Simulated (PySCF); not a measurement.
Compound: CH₁₂Si₄.
Numbering: `[CH3:1][SiH2:2][SiH:3]([SiH3:4])[SiH3:5]` (hydrogens: H6, H7, H8 on C1; H9, H10 on Si2; H11 on Si3; H12, H13, H14 on Si4; H15, H16, H17 on Si5)

All values: PBE0/pcSseg-1 and PBE0/def2-SVPD (PySCF, non-relativistic), on one gas-phase PBE0-D3(BJ)/def2-SVP geometry that isn't relaxed in the solvent. The solvent is an IEF-PCM continuum (cavity from Bondi-type radii × 1.2). The model holds no explicit solvent molecules, cavitation or dispersion.

Gas phase at PBE0/pcSseg-1: HOMO -7.85 eV, LUMO -0.17 eV, dipole 0.95 D.

What does the continuum do to the energy, the frontier levels and the dipole at PBE0/pcSseg-1 in tetrahydrofuran and methanol?

| solvent | ε | E(solvent) − E(gas) (kJ/mol) | polarisation term (kJ/mol) | distortion of the solute (kJ/mol) | HOMO (eV) | LUMO (eV) | dipole (D) |
| --- | --- | --- | --- | --- | --- | --- | --- |
| tetrahydrofuran | 7.426 | -2.83 | -3.03 | 0.20 | -7.70 | 0.00 | 1.18 |
| methanol | 32.61 | -3.39 | -3.69 | 0.30 | -7.68 | 0.02 | 1.23 |

The first energy column is the sum of the next two and covers electrostatics alone. From tetrahydrofuran to methanol the lowering changes by a factor 1.20, Onsager's factor (ε − 1)/(2ε + 1) by 1.18 and ε itself by 4.4.

Gas phase at PBE0/def2-SVPD: HOMO -7.75 eV, LUMO -0.27 eV, dipole 0.99 D.

What does the continuum do to the energy, the frontier levels and the dipole at PBE0/def2-SVPD in methanol?

```tsv
solvent	ε	E(solvent) − E(gas) (kJ/mol)	polarisation term (kJ/mol)	distortion of the solute (kJ/mol)	HOMO (eV)	LUMO (eV)	dipole (D)
methanol	32.61	-3.17	-3.53	0.36	-7.62	-0.12	1.33
```

How does the static polarisability (PBE0/def2-SVPD, frozen core, with the continuum's full static response) change?

| medium | isotropic (au) | principal values (au) | ⟨r²⟩ of the electrons (bohr²) |
| --- | --- | --- | --- |
| gas | 137.2 | 111.8, 143.6, 156.0 | 1576.3 |
| methanol | 195.6 | 168.8, 203.8, 214.2 | 1576.7 |

The isotropic value in methanol is 1.43 times the gas-phase one; no cavity-field correction is applied. ⟨r²⟩ is taken about the centre of nuclear charge.

Time: 56 s of wall time; peak memory 0.93 GiB. Hardware: Intel Xeon at 2.50 GHz, one thread, no GPU, on a shared host. This is the whole shielding run at PBE0/pcSseg-1 in methanol, SCF included.

Shape of the structure used: `[CH3:1][SiH2:2][SiH:3]([SiH3:4])[SiH3:5]`: C1–Si2–Si3–Si4 -59°.
